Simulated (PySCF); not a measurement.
A structure optimised at PBE0-D3(BJ)/def2-SVP, used in a PySCF frequency run:

```xyz
4

Sb     0.0000     0.0000     0.3482
F      1.4136    -0.8161    -0.6577
F     -1.4136    -0.8161    -0.6577
F      0.0000     1.6323    -0.6577
```

Write its SMILES, formula and point group.

[F][Sb]([F])[F], F3Sb, C3v

What are its rotational constants (standard atomic weights)?

4.3866, 4.3866, 3.3281 GHz
